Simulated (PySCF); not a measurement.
# Stretching InF

Set-up: basis In aug-cc-pVDZ-PP with ECP28, F aug-cc-pVDZ; scalar-relativistic core potentials; PySCF 2.14. Energies in eV from In + F in their ground configurations at the same level. State: ¹Σ⁺ (singlet), closed shell.

Curves on a restricted Hartree–Fock reference rise too fast on stretching and do not dissociate correctly.

All columns are RHF. A positive dipole means In(−)F(+).

```
R (Å)  E (eV)  μ (D)  Mulliken charge on In (basis-dependent)  HOMO (eV)  LUMO (eV)  Mayer bond order  ⟨S²⟩
1.742  -2.767  -1.40                                     0.71      -8.92       0.46              0.07  0.00
1.823  -3.326  -2.01                                     0.71      -9.14       0.42              0.11  0.00
1.903  -3.603  -2.63                                     0.71      -9.35       0.36              0.15  0.00
1.964  -3.683  -3.10                                     0.72      -9.51       0.32              0.17  0.00
2.025  -3.685  -3.57                                     0.73      -9.65       0.27              0.18  0.00
2.086  -3.631  -4.05                                     0.74      -9.80       0.22              0.19  0.00
2.167  -3.498  -4.68                                     0.76      -9.98       0.15              0.20  0.00
2.268  -3.270  -5.47                                     0.78     -10.20       0.06              0.20  0.00
2.389  -2.953  -6.41                                     0.81     -10.42      -0.06              0.20  0.00
2.551  -2.510  -7.64                                     0.84     -10.64      -0.23              0.18  0.00
```

A fit through these points gives, at Re = 1.996 Å, μ = -3.35 D and dμ/dR = -7.76 D/Å; the reduced mass is 16.3 u.

Task: How strong is the fundamental in the double-harmonic approximation, I = 42.26·(dμ/dR)²/μred km/mol?

Result: I = 42.26·(-7.76)²/16.3 = 156 km/mol at RHF.

Spin–orbit coupling is left out, which matters for elements this heavy, above all for dissociation energies. Where the molecule has an RHF reference, its open-shell atoms are computed with UHF. Hartree–Fock leaves out correlation, which carries a large part of most bond energies and some tenths to 1 eV of ionisation energies.
